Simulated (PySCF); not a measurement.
SMILES F[SiH2][SeH] (CAM-B3LYP/def2-SVP optimised geometry):

```
6

F      1.824    -0.746     0.000
Si     0.206    -0.746     0.000
Se    -0.394     1.449     0.000
H     -0.266    -1.449     1.217
H     -0.263    -1.448    -1.218
H     -1.824     1.104    -0.006
```

Level of theory: CAM-B3LYP/def2-TZVP (PySCF).

What are the frontier orbital energies and the dipole moment?

HOMO-2 -11.59 eV, HOMO-1 -10.45 eV, HOMO -8.61 eV, LUMO 0.54 eV, LUMO+1 1.09 eV; dipole moment 1.88 D.

On the same geometry PBE/def2-TZVP run with PySCF gives HOMO-2 -8.59 eV, HOMO-1 -7.95 eV, HOMO -6.16 eV, LUMO -1.40 eV, LUMO+1 -0.76 eV; dipole moment 1.70 D.

Meta-Löwdin charges at CAM-B3LYP/def2-TZVP: F1 -0.51, Si2 0.89, Se3 -0.23, H4 -0.11, H5 -0.11, H6 0.07.
